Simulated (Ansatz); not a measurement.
Consider the ligand exchange at the Sn–O bond: `[NH2][SnH]([OH])[F]` + `O[SiH3]` → `[NH2][SnH]([F])[O][SiH3]` + H₂O.

Computed with Ansatz on PBE0-D4/def2-TZVP structures; ΔE is electronic, products minus reactants. CCSD(T)/CBS adds triple-zeta CCSD(T) − MP2 to the extrapolated MP2 energy (def2 sets, frozen cores). This one scheme is used for every species. Functionals use def2-TZVPP. B3LYP here is the variant with VWN-RPA as its local correlation; programs differ in this. Elements past krypton have def2 core potentials. For Sn outer-core shells are correlated without core-valence functions, which leaves a few kJ/mol of doubt a bond. Each species was taken in one conformer, which may not be the lowest.

(1) Is it downhill or uphill in electronic energy at CCSD(T)/CBS, and by how much? (Estimate.)

(2) What do these levels give: r2SCAN, B3LYP, CCSD/def2-TZVPP, CCSD(T)/def2-TZVPP, HF/CBS(def2), CCSD/CBS(def2)? (Estimate.)

Largest T1 diagnostic among the species: 0.014.

Answers

(1) Ansatz gave: Downhill: ΔE = -21.8 kJ/mol.

(2) Computed: r2SCAN -12.6, B3LYP -9.4, CCSD/def2-TZVPP -19.3, CCSD(T)/def2-TZVPP -19.6, HF/CBS(def2) -19.7, CCSD/CBS(def2) -21.5 kJ/mol.

From PBE to PBE0 (25 % exact exchange), in def2-TZVPP and without D4, ΔE moves by −3.9 kJ/mol. The D4 term adds −7.5 kJ/mol with B3LYP and −4.5 kJ/mol with PBE0; it sums over pairs of atoms, weighted by their polarisabilities, and B3LYP, whose exchange is more repulsive, gets the larger term.
